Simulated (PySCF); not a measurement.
# Relaxation of singlet PdCl₄

All numbers come from PySCF, PBE0, basis Pd x2c-TZVPall, Cl x2c-TZVPall (spin-free X2C, no spin–orbit coupling, density fitting). A (50,194) grid was used.

A start displaced from a saddle point along its imaginary mode, of D2 symmetry, held to at least that symmetry:

```xyz
5
charge 0 multiplicity 1, angstrom
Pd    0.0000    0.0000    0.0000
Cl    2.2271   -0.0078    0.2500
Cl   -0.0078    2.2271   -0.2500
Cl   -2.2271    0.0078    0.2500
Cl    0.0078   -2.2271   -0.2500
```

(1) What does it relax to?

(2) How much energy is released, and in how many steps?

Answers

(1) It ends at D2d with Pd–Cl 2.211 Å (×4); Cl–Pd–Cl 84.2° (×2), Cl–Pd–Cl 123.4° (×4) (after a last refinement on a finer grid). The frequency run here used a shortcut that can spoil soft modes, so no verdict on minimum or saddle point is given. Other isomers or separated fragments may lie lower.

(2) 50.4 kJ/mol in 10 steps.

The relaxation took 2.9 min on 8 threads of a shared Intel Xeon Platinum 8488C (Sapphire Rapids) host, with 211 basis functions and 11 gradients; the process peaked at 3 GiB. Launch command: `OMP_NUM_THREADS=8 python axn.py task.json out`.
